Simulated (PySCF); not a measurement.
Compound: C6H10N2Si.
Cartesian coordinates in Å at the GFN2-xTB level; atoms count from 1:
```xyz
19
C6H10N2Si angstrom
N      3.6179    0.9570    1.7921
C      2.7032    0.3127    1.5461
Si     1.1997   -0.7188    1.1354
C      0.6173   -0.0604   -0.5611
C      0.0826    1.3703   -0.4457
C     -1.2856    1.3643    0.1717
N     -2.0774    0.3934    0.2523
C     -1.7322   -0.8929   -0.2867
C     -0.4886   -0.9180   -1.1767
H      0.2492   -0.4842    2.2230
H      1.6311   -2.1148    1.0328
H      1.4769   -0.0604   -1.2434
H      0.7491    2.0031    0.1462
H      0.0021    1.8294   -1.4383
H     -1.6346    2.3028    0.5909
H     -1.6083   -1.5679    0.5682
H     -2.6108   -1.2416   -0.8395
H     -0.1557   -1.9487   -1.3133
H     -0.7457   -0.5161   -2.1615
```

Probes without a nucleus sit at each ring's centroid and 1 Å off its mean plane on both sides; NICS is minus the shielding there, NICSzz its component along the normal. Level: GIAO PBE0/pcSseg-1 (PySCF, non-relativistic, gas phase) on the GFN2-xTB geometry, one conformer.

Ring bond lengths (Å), with Mayer bond orders in brackets: C4–C5 1.532 (1.01), C5–C6 1.501 (0.99), C6–N7 1.255 (1.98), N7–C8 1.437 (1.00), C8–C9 1.529 (1.02), C9–C4 1.529 (1.01).

**Question.** What do the NICS probes read (ppm)?

**Answer.** 
```csv
ring,type,NICS(0),"NICS(1), two faces","NICS(1)zz, two faces",rms pucker (Å),"centre to ring atoms, mean (Å)"
C4–C5–C6–N7–C8–C9,"6-membered ring with N; formal bonds 1 double, 5 single",0.7,-1.4 / -2.6,1.5 / -0.8,0.20,1.43
```

**Question.** What do they say, and how far can they be read as aromaticity?

**Answer.** 
- C4–C5–C6–N7–C8–C9: mean NICS(1)zz 0.3 ppm, near zero. C4, C5, C8, C9 have four or more neighbours; no verdict on aromaticity is drawn.

**Question.** At the second NICS(1) probe listed for ring C4–C5–C6–N7–C8–C9, 1 Å off the ring, what do the in-plane components average?

**Answer.** The isotropic value is a third of the trace: (3 × -2.6 − (-0.8))/2 = -3.5 ppm.

**Question.** List the ring angles and the Hirshfeld charges of the ring atoms.

**Answer.** 
- C4–C5–C6–N7–C8–C9: C4 107.6° (-0.102 e), C5 110.2° (-0.073 e), C6 127.2° (+0.042 e), N7 121.1° (-0.161 e), C8 115.4° (-0.030 e), C9 110.2° (-0.075 e); sum 691.6° against 720° for a flat convex ring.

**Question.** What are the shieldings of the ring atoms and their hydrogens in the same run (means over atoms taken as equivalent)?

**Answer.** 
| atoms | environment | σ isotropic (ppm) | principal values of the symmetric part, first atom (ppm) |
| --- | --- | --- | --- |
| C4 | sp3 carbon bound to silicon | 167.2 | 156.7, 169.3, 175.7 |
| C5 | ring CH2 carbon | 153.8 | 134.2, 160.6, 166.7 |
| C6 | imine carbon | 21.6 | -88.0, 23.7, 129.0 |
| N7 | imine nitrogen | -111.6 | -479.6, -136.9, 281.8 |
| C8 | sp3 carbon bound to nitrogen | 135.7 | 118.8, 132.4, 155.8 |
| C9 | ring CH2 carbon | 158.4 | 150.5, 159.6, 165.1 |
| H12 | methine hydrogen | 29.91 | 26.0, 27.6, 36.1 |
| H13 | methylene hydrogen | 29.28 | 24.6, 29.3, 33.9 |
| H14 | methylene hydrogen | 29.23 | 25.9, 26.6, 35.2 |
| H15 | hydrogen on a C=N carbon | 23.69 | 21.0, 23.0, 27.1 |
| H16 | methylene hydrogen | 28.18 | 25.5, 27.0, 32.1 |
| H17 | methylene hydrogen | 27.40 | 23.3, 25.8, 33.1 |
| H18 | methylene hydrogen | 30.07 | 26.1, 28.3, 35.9 |
| H19 | methylene hydrogen | 29.69 | 25.1, 27.8, 36.1 |

The list is cut; further classes of hydrogen are left out.

Hardware: one thread, Arm Neoverse N1 (aarch64), shared host with 64 logical CPUs at a one-minute load of 54. Cost: 87 s of wall time (grids of density and orbitals included), 1.0 GiB resident at most. This is the whole shielding run at PBE0/pcSseg-1, SCF included.
